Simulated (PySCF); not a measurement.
Hf(OH)3(SH) (H4HfO3S), SMILES [OH][Hf]([OH])([OH])[SH], multiplicity 1. Coordinates come from a B3LYP-D3(BJ)/def2-SVP optimisation. The spin state was assumed, not searched. The structure was generated by enumeration; whether it is a known compound was not checked. The def2 effective core potentials stand for the cores of Hf; spin–orbit coupling is left out. The values are those of a single conformer.

Computed equilibrium geometry at B3LYP-D3(BJ)/def2-SVP (PySCF confirms it by a frequency run) as bond lengths and angles, and its point group (one conformer of several):
point group Cs.
Atoms: Hf1 O2 H3 O4 H5 O6 H7 S8 H9. Bonds (Å): Hf1–O2 1.930, Hf1–O4 1.930, Hf1–O6 1.927, Hf1–S8 2.492, O2–H3 0.957, O4–H5 0.957, O6–H7 0.958, S8–H9 1.356. Angles (°): O2–Hf1–O4 109.1, O2–Hf1–O6 112.7, O2–Hf1–S8 108.8, O4–Hf1–O6 112.7, O4–Hf1–S8 108.8, O6–Hf1–S8 104.3, Hf1–O2–H3 177.1, Hf1–O4–H5 177.1, Hf1–O6–H7 170.6, Hf1–S8–H9 93.3.
